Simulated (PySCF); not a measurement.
**Static response to an electric field**

cis-Zr(H2O)2Cl4 (singlet state).
Cartesian coordinates in Å at the PBE0-D3(BJ)/def2-SVP level; atoms count from 1:
```xyz
11
Cl4H4O2Zr angstrom
Zr    -0.590   -0.116   -0.579
O     -0.432    0.119    1.728
H     -0.620   -0.662    2.266
H     -0.825    0.898    2.144
Cl    -0.348   -0.347   -2.910
O      1.725    0.124   -0.466
H      2.100    0.922   -0.861
H      2.255   -0.639   -0.733
Cl    -2.919   -0.340   -0.325
Cl    -0.349    2.269   -0.346
Cl     0.103   -2.315    0.112
```

Level: PBE0/def2-SVPD (PySCF), static field, nuclei fixed, core orbitals frozen in the response. The polarisability tensor in these axes (au):

```
x   112.12  -1.35  -4.30
y    -1.35 122.59  -1.30
z    -4.30  -1.30 112.20
```

Question: What are the eigenvalues, a third of the trace, and Δα (Δα² = ½Σ(αi − αj)² over the three pairs)?

Answer: Principal values 107.63, 116.46 and 122.82 au; mean 115.64 au = 17.14 Å³ = 19.07 × 10⁻⁴⁰ C²·m²/J; Δα = 13.21 au (11 % of the mean).

Question: What is the dipole moment, and where does it point?

Answer: (3.96, 0.79, 3.92) D, 5.62 D in size, pointing from the negative to the positive side. Measured along this direction, the outermost atoms are Cl9 and Cl5 at the negative end and H3, H4, H7 and H8 at the positive end.

Question: Sum over states: ᾱ = Σ f/ω², ω in Eh. What share falls to these 10 lowest TDDFT singlets (eV, f)? 5.20, 0.0016; 5.21, 0.0021; 5.25, 0.0000; 5.32, 0.0118; 5.33, 0.0026; 5.40, 0.0019; 5.46, 0.0000; 5.49, 0.0000; 5.62, 0.0265; 5.68, 0.0044.

Answer: They add up to 1.25 au, 1.1 % of the 115.64 au; the largest single term is 0.62 au, from the state at 5.62 eV. Terms in order: 0.04, 0.06, 0.00, 0.31, 0.07, 0.05, 0.00, 0.00, 0.62, 0.10 au. Higher excitations give the rest. The strengths listed sum to 0.051.

Question: What depolarisation ratio follows for Rayleigh scattering of linearly polarised light, taking the static tensor?

Answer: ρ = 3Δα²/(45ᾱ² + 4Δα²) = 523.8/(601756 + 698.4) = 0.000869.

Question: Directions of the eigenvectors, and the extent of the frame along each?

Answer: Largest value along (-0.09, 0.99, -0.09), where the nuclei span 4.63 Å; middle along (-0.70, 0.00, 0.71), 4.21 Å; least along (0.71, 0.12, 0.70), 3.39 Å. The response follows the extents in order.

Question: Molar refractivity from α?

Answer: Lorentz–Lorenz: R = (4π/3)N_A α = 2.5225 cm³/(mol·Å³) × 17.14 Å³ = 43.2 cm³/mol, in the limit of long wavelengths.

Isolated species at its PBE0-D3(BJ)/def2-SVP geometry, gas phase. Atoms past krypton carry effective core potentials; spin–orbit coupling is left out.
